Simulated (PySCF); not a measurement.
Computed shifts of a molecule C₃H₉NSi₂, PBE/pcSseg-1 run with PySCF, GIAO, gas phase, atoms alike by connectivity averaged where their shifts nearly agree, in ppm (number of nuclei): ¹³C: 198.0 (1), 42.3 (1), 31.1 (1). ¹⁵N: 504.7 (1). ²⁹Si: -15.0 (1), -65.1 (1). ¹H: 6.58 (2), 4.44 (3), 3.77 (1), 2.45 (3). References: ¹³C against TMS (σ = 182.0 ppm); ¹⁵N against NH3 (σ = 267.0 ppm); ²⁹Si against TMS (σ = 335.4 ppm); ¹H against TMS (σ = 31.49 ppm), references at their B3LYP-D3(BJ)/def2-TZVP geometries, non-relativistic. Geometry optimised at r2SCAN-D4/def2-SVP. The values are those of a single conformer.

Which molecule gave these data?
A. C[SiH2]N1C=C[SiH2]1
B. CC1=N[C@@H]([SiH3])[SiH2]1
C. C1=NC[SiH2]C[SiH2]1
D. C=C/C=N\[SiH2][SiH3]

B, CC1=N[C@@H]([SiH3])[SiH2]1
